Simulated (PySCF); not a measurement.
**Where the electron goes**

Species: ClFH7PSi3.
Cartesian coordinates in Å at the GFN2-xTB level; atoms count from 1:
```xyz
13
ClFH7PSi3 angstrom
F      0.1924    2.8915   -1.1075
Si    -0.6867    1.7943   -0.3299
P      0.0174   -0.1860   -1.0473
Si     1.9976   -0.3765   -0.0225
Si    -1.3335   -1.5323    0.0986
Cl    -1.3126   -1.2264    2.0911
H     -0.4474    2.1011    1.0737
H     -2.0593    2.0118   -0.7587
H      1.8896   -0.2475    1.4341
H      2.4954   -1.7069   -0.3714
H      2.8471    0.6803   -0.5636
H     -2.6974   -1.2980   -0.3649
H     -0.9070   -2.9051   -0.1494
```

Method used: TDDFT PBE0/def2-SVPD, vertical, gas phase, core orbitals frozen in the response (PySCF 2.14.0, density-fitted response routines).

Kohn–Sham orbitals with the atoms that hold most of them (Löwdin shares over 4%, at most four atoms; ? is withheld):

```csv
orbital,ε (eV),atoms
LUMO+2,-0.17,"P3 24%, Si4 19%, Si5 18%, H12 10%"
LUMO+1,-0.55,"P3 22%, Si5 21%, Cl6 15%, Si4 12%"
LUMO,-0.89,?
HOMO,?,"P3 60%, Si2 9%, Si4 9%, Cl6 8%"
HOMO-1,-8.79,?
HOMO-2,-8.95,"P3 27%, Si4 17%, Cl6 12%, Si5 11%"
HOMO-3,-9.35,"Cl6 53%, Si5 12%, H12 6%, H13 6%"
```

**Question.** Give the leading atoms of the HOMO-1.

**Answer.** P3 (bonded to 3 Si) 28%; Cl6 (bonded to Si) 16%; Si5 (bonded to Cl, P and 2 H) 14%; Si2 (bonded to F, P and 2 H) 12%. By element: phosphorus 28%, silicon 26% or more, chlorine 16%.

**Question.** Give the leading atoms of the LUMO.

**Answer.** Si2 (bonded to F, P and 2 H) 28%; P3 (bonded to 3 Si) 17%; Si5 (bonded to Cl, P and 2 H) 14%; H8 (bonded to Si) 8%. By element: silicon 41% or more, phosphorus 17%, hydrogen 8% or more.

**Question.** What is the HOMO energy, and the HOMO–LUMO gap?

**Answer.** ε(HOMO) = -7.52 eV; the gap is 6.63 eV (0.2437 hartree).

**Question.** The HOMO–LUMO gap is 6.63 eV. Where does the response calculation put the lowest singlet, and from which orbitals?

**Answer.** S1 is at 5.36 eV (f = 0.0093), 1.27 eV below the gap, made of HOMO→LUMO (95%). Without the coupling terms of the response equations the lowest excitation would equal the gap.

**Question.** One configuration dominates each of S1, S2 and S6. Which, and how do the shares of the two leading atoms of either orbital change from the occupied to the empty one?

**Answer.** 
- S1 (5.36 eV, f 0.0093), HOMO→LUMO (95%): P3 60% → 17%, Si2 9% → 28%
- S2 (5.86 eV, f 0.041), HOMO→LUMO+1 (77%): P3 60% → 22%, Si2 9% → at most 12%, Si5 at most 8% → 21%
- S6 (6.69 eV, f 0.017), HOMO-1→LUMO (87%): P3 28% → 17%, Cl6 16% → at most 8%, Si2 12% → 28%

Löwdin shares depend on the basis, the more so with diffuse functions.

One conformer stands for the species.
